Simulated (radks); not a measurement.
Ge2+, configuration [Ar] 3d8.5 4s1 4p2.5 (fractional occupations, a model configuration). Method: scalar-relativistic Kohn-Sham, r2SCAN, spin-polarised, spherical densities, finite nucleus; open shells are filled with parallel spins first; meta-GGA in the generalised Kohn-Sham scheme; Fermi nuclear charge, rms radius 4.0742 fm; computed with a radial shooting solver on a logarithmic mesh with Libxc functionals.

Normalised radial functions P(r) = r R(r), r in bohr:

```
   r/bohr * 3p up, o 4s down (the largest magnitude, 1.36, reaches the edge; | marks zero, & curves that meet)
 0.005899                             * o
 0.007681                             * o
     0.01                             |*o
  0.01313                             |* o
  0.01709                             | *o
  0.02226                             |  &
  0.02898                             |  o*
  0.03774                             | o   *
  0.04954                             |o      *
  0.06451                             o          *
  0.08399                           o |            *
   0.1094                         o   |             *
   0.1436                        o    |            *
   0.1869                         o   |      *
   0.2434                           * o
    0.317               *             |   o
   0.4127      *                      |       o
   0.5417  *                          |      o
   0.7054     *                       | o
   0.9185             *        o      |
    1.196               o     *       |
    1.557            o             *  |
    2.044               o            *|
    2.662                    o        *
    3.466                         o   *
    4.513                            o*
    5.877                             &
```

3p up: eigenvalue -158.78 eV, 1 radial node at r = 0.231 bohr, <r> = 0.634 bohr, 90 % of the charge inside 0.969 bohr. 4s down (empty): eigenvalue -30.671 eV, 3 radial nodes at r = 0.0605, 0.248, 0.748 bohr, <r> = 1.82 bohr, 90 % of the charge inside 2.69 bohr.
